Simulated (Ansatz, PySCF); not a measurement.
System: Cs2, net charge 0, singlet state. 
Coordinates optimised at B3LYP-D3(BJ)/def2-TZVP (Ansatz, a program for electronic structure):
```
Cs
Cs 1 4.7386
```
Charge 0, spin multiplicity 1.

Total electronic energies in hartree. Cores are frozen in the correlated levels unless marked. Spin-orbit coupling is left out. The frozen core is the preceding noble-gas configuration, with the filled d and f shells of earlier blocks. The outer core of K, Ca and their heavier congeners is not correlated, a term that matters for these elements. Past Kr the def2 sets carry scalar-relativistic core potentials. CBS(X,Y): correlation extrapolated as X^-3; Hartree-Fock from the larger set.

The Hartree-Fock reference is unstable (checked in the largest basis), which strains HF and MP2. The T1 diagnostic of CCSD in the largest basis is 0.026, which is high, so the coupled-cluster rows are less sure than usual.

```json
[
 {"level": "HF/def2-SVP", "program": "Ansatz", "energy (Eh)": "-39.70324"},
 {"level": "HF/def2-TZVPD", "program": "PySCF", "energy (Eh)": "-39.70366"},
 {"level": "HF-D4/def2-TZVPD", "program": "PySCF + dftd4", "energy (Eh)": "-39.70426"},
 {"level": "PBE0-D4/def2-TZVP", "program": "Ansatz + dftd4", "energy (Eh)": "-40.29528"},
 {"level": "PBE0-D4/def2-TZVPD", "program": "Ansatz + dftd4", "energy (Eh)": "-40.29556"},
 {"level": "PW6B95/def2-TZVPD", "program": "PySCF", "energy (Eh)": "-40.27468"},
 {"level": "HSE06-D3(BJ)/def2-TZVPD", "program": "Ansatz + dftd3", "energy (Eh)": "-40.29430"},
 {"level": "HSE06-D4/def2-TZVPD", "program": "Ansatz + dftd4", "energy (Eh)": "-40.29377"},
 {"level": "B2PLYP-D3(BJ)/def2-TZVPD", "program": "Ansatz + dftd3", "energy (Eh)": "-40.06600"},
 {"level": "B2PLYP/def2-TZVPD", "program": "Ansatz", "energy (Eh)": "-40.06479"},
 {"level": "RI-MP2/CBS(def2-TZVPP,def2-QZVPP)", "program": "Ansatz", "energy (Eh)": "-39.7199"},
 {"level": "CCSD/def2-TZVPP", "program": "Ansatz", "energy (Eh)": "-39.72265"},
 {"level": "CCSD/def2-QZVPP", "program": "Ansatz", "energy (Eh)": "-39.72516"},
 {"level": "CCSD(T)/def2-TZVPP", "program": "Ansatz", "energy (Eh)": "-39.72265"},
 {"level": "CCSD(T)/CBS(def2-TZVPPD,def2-QZVPPD)", "program": "Ansatz", "energy (Eh)": "-39.7255"}
]
```

Totals of different functionals don't rank their quality; only differences between species are comparable.
